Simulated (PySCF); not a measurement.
Ti(OH)3 (H3O3Ti), SMILES [OH][Ti]([OH])[OH] (connectivity only; charge and spin as stated), neutral, multiplicity 2.

The structure is a stationary point at B3LYP-D3(BJ)/def2-SVP. The multiplicity is an assumed one; other spin states were not compared. The isomer is the one that the SMILES or the coordinates give; other isomers of the formula were not compared. Other conformers were not sampled.

Level of theory: PBE/def2-TZVPD in PySCF.

Gas-phase values at a fixed geometry.

Computed frontier levels, dipole moment and polarisability:
```
Property                                                                                                         Value
---------------------------------------------------------------------------------------------  -----------------------
α spin, highest occupied and lowest empty level                                                     -3.77 and -2.09 eV
β spin, highest occupied and lowest empty level                                                     -7.37 and -2.21 eV
dipole moment                                                                                                   0.00 D
quadrupole, principal values (traceless, Buckingham form, about the centre of nuclear charge)    -6.39, 3.19, 3.19 D·Å
mean static polarisability                                                                        58.2 bohr³ (8.62 Å³)
polarisability, principal values                                                                55.3, 59.6, 59.6 bohr³
⟨S²⟩                                                                                           0.753 (pure state 0.75)
```
